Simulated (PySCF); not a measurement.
Species: C₆H₁₀NO (doublet state).
Z-matrix (Å and degrees, GFN2-xTB geometry), rows numbered from 1:
```
C 
C   1  1.5290
C   2  1.4873  1  115.61
C   3  1.4861  2   93.94  1  -112.67
C   4  1.5295  3  109.77  2   110.76
N   5  1.3537  4  113.03  3    83.18
O   5  1.2084  4  124.01  3   -94.51
C   4  1.5389  3   88.24  2    -4.54
H   1  1.0871  2  109.77  3    52.63
H   1  1.0876  2  110.20  3   172.41
H   1  1.0879  2  110.37  3   -67.39
H   2  1.0967  1  108.67  3   130.02
H   3  1.0743  2  130.73  1    43.21
H   4  1.0952  3  117.56  2  -124.22
H   6  1.0067  5  118.91  4  -173.44
H   6  1.0038  5  121.77  4    -2.67
H   8  1.0867  2  114.79  1  -130.26
H   8  1.0872  2  114.17  1    -1.93
```

The hyperfine couplings belong to this conformer and change with its torsions.

As a line formula: `C[C@@H]1[CH][C@H](C(N)=O)C1` [radical].

Computed, not measured: PySCF, UKS B3LYP, pcH-1 on C H N O, non-relativistic, mean-field spin-orbit, GIAO. The structure is a single GFN2-xTB conformer in the gas phase; no vibrational or solvent corrections. The geometry wasn't refined by DFT: couplings that depend on bond lengths, twists or pyramidal angles can differ widely from those at the functional's own minimum. The SCF solution wasn't tested for stability.

The Mulliken spin populations are largest on C3 (+0.99), C4 (-0.08) and C2 (-0.08). C3 is the only atom above +0.15. The positive populations add up to 1.19 and the negative ones to -0.19, together 2S = 1. The angles at C3 add up to 354.8°, so it is nearly planar; its axial dipolar tensor and the negative coupling of its proton fit spin in a p orbital normal to that plane.

Problem. How do the β-proton couplings of this frozen conformer go with θ, the angle between the C–H bond and the normal to the plane of the spin centre's three neighbours, both seen down the bond from centre to carbon?

Solution. 
```tsv
β H	on	centre	θ (°)	cos²θ	a (G)
H12	C2	C3	23	0.84	+36.21
H14	C4	C3	27	0.79	+38.60
```

Couplings in gauss use g_iso = 2.0027.
